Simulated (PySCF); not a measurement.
# Exercise with solution: entropy of an ideal gas

InHFBr, SMILES [F][InH][Br].

The structure is a stationary point at PBE0-D3(BJ)/def2-TZVP. The def2 effective core potentials stand for the cores of In; spin–orbit coupling is left out.

PBE0-D3(BJ)/def2-TZVP (PySCF 2.14.0) gives the harmonic wavenumbers 114, 263, 384, 433, 602, 1912 cm⁻¹ and the rotational temperatures 0.4762, 0.0709, 0.0618 K. The molar mass is 214.73 g/mol, the symmetry number 1, the spin multiplicity 1.

Task: Work out the entropy at 298.15 K and 1 atm in the rigid-rotor, harmonic-oscillator model.

Result: 
Translation (Sackur–Tetrode at 1 atm): S = R[1.5 ln M + 2.5 ln T − 1.16487] = 175.7 J/(mol K).
Rotation: q = (√π/σ) T^1.5/√(θA θB θC) = 200000, S = R[ln q + 3/2] = 113.9 J/(mol K).
Vibration: with u = 1.4388 ν/T, each mode gives R[u/(e^u − 1) − ln(1 − e^−u)]:
| ν (cm⁻¹) | modes | u | S (J/(mol K)) |
|---|---|---|---|
| 114 | 1 | 0.55 | 13.39 |
| 263 | 1 | 1.27 | 6.87 |
| 384 | 1 | 1.85 | 4.28 |
| 433 | 1 | 2.09 | 3.55 |
| 602 | 1 | 2.91 | 1.87 |
| 1912 | 1 | 9.23 | 0.01 |
These are all the modes. Sum 30.0 J/(mol K).
Spin: R ln 1 = 0.0 J/(mol K).
Total 319.6 J/(mol K); the program's own thermochemistry gives 319.6. Translation makes up 55 % and vibration 9 %. Anharmonicity, hindered rotation and orbital degeneracy are left out.
